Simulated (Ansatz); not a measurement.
Mulliken charges of FGaH₄O₂Si (`O[SiH](F)[O][GaH2]`) from PBE/def2-TZVPP in Ansatz (PBE0-D4/def2-TZVP geometry).

| atom | x (Å) | y (Å) | z (Å) | charge (e) |
| --- | --- | --- | --- | --- |
| O1 | -0.482 | 0.844 | 0.533 | -0.328 |
| Si2 | 0.960 | -0.008 | 0.732 | 0.668 |
| F3 | 0.795 | -0.875 | 2.054 | -0.271 |
| O4 | 0.943 | -0.804 | -0.643 | -0.407 |
| Ga5 | -0.727 | -0.379 | -1.377 | 0.314 |
| H6 | -1.066 | 1.036 | 1.271 | 0.202 |
| H7 | 2.099 | 0.890 | 0.969 | -0.087 |
| H8 | -1.864 | -1.387 | -1.023 | -0.045 |
| H9 | -0.658 | 0.682 | -2.515 | -0.046 |

Q: By hand: the dipole of these point charges (1 e Å = 4.8032 D).

A: Σ q r = (-0.312, 0.326, -0.079) e Å, of length 0.458 e Å = 2.20 D.

Q: How does the dipole of the full density compare? (Estimate.)

A: Computed: (-0.294, 0.344, 0.188) e Å, 2.35 D; the point charges give 0.94 times that, at 33° from its direction.

Point charges leave out the atoms' own dipoles, such as those of lone pairs, and Mulliken's split depends on the basis, so the two needn't agree.
